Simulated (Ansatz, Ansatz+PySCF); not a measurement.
```csv
atom,x (Å),y (Å),z (Å)
N,-0.1423,-0.0758,0.2635
O,0.1022,0.9494,0.5029
O,2.8114,0.0431,-0.2361
H,3.0749,0.7441,0.2964
H,3.2910,0.1096,-1.0429
```

Basis set: def2-SVP (spherical functions). Left uncorrelated: 3 orbitals. Charge 0, multiplicity 2.

Computed with Ansatz (development build ahead of 0.2.0); each method stands on the lowest determinant of its kind that the runs found.

Question: Give the atomization energy at this shape (free ground-state atoms in the same class of orbitals less the molecule, no zero-point energy) of doublet H₂NO₂ by PBE0 (unrestricted), UHF-MP2, UHF.

Answer:

```tsv
method	atomization energy
PBE0 (unrestricted)	1543.7 kJ/mol
UHF-MP2	1470.1 kJ/mol
UHF	856.5 kJ/mol
```

Caution: the shape is not the minimum. Caution for PBE0 (unrestricted): charge can spread falsely over distant fragments.
